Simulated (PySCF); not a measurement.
Geometry (Å), atoms numbered from 1 in this order:
```xyz
18

C     3.645    0.075   -1.015
C     2.649    0.629   -0.347
C     1.247    0.703   -0.839
Si    0.160   -0.616    0.017
Cl    0.928   -2.457   -0.265
N    -1.267   -0.627   -0.931
C    -2.492   -0.398   -0.788
C    -3.158   -0.032    0.465
N    -4.397    0.186    0.455
H     3.498   -0.350   -1.994
H     4.643    0.025   -0.616
H     2.820    1.041    0.640
H     1.219    0.538   -1.916
H     0.836    1.694   -0.642
H     0.123   -0.385    1.465
H    -3.150   -0.473   -1.653
H    -2.495    0.021    1.339
H    -4.818    0.434    1.347
```

[PySCF 2.14.0 with density-fitted response routines: NMR shieldings at PBE0/pcSseg-1/GIAO; geometry from GFN2-xTB; one conformer; non-relativistic Hamiltonian; gas phase]

δ = σ(ref) − σ, references computed at the same level: ¹³C (σref 186.93) against TMS.

Task: Do the ¹³C shifts follow the atomic charges (in e)? Tabulate both.

Result: 
```tsv
atoms	hybridisation	δ (ppm)	σ para (ppm)	Hirshfeld	IAO	Mulliken	ESP-fitted
C7	–	180.1	-239	+0.07	+0.06	+0.19	+0.37
C8	–	168.8	-240	+0.05	+0.01	+0.01	+0.32
C2	–	138.1	-208	-0.04	-0.13	-0.27	-0.09
C1	–	124.9	-190	-0.11	-0.33	-0.14	-0.51
C3	–	32.2	-100	-0.16	-0.55	-0.47	-0.33
```

Correlation coefficients of δ with charge over these carbons: Hirshfeld +0.91, IAO +0.96, Mulliken +0.90, ESP-fitted +0.71; with the paramagnetic shielding -1.00. With so few points these coefficients are fragile. Charge is one influence among several: hybridisation and low-lying excitations act through the paramagnetic term.

Shifts are as computed. Against solution values, carbons near 30 ppm lie about +3 ppm off and those near 130 ppm about +5 ppm. Of 1211 compounds with measured shifts, 218 miss one by over three times the rms of a fit or turn the order of signals round; such compounds aren't used in these exercises.
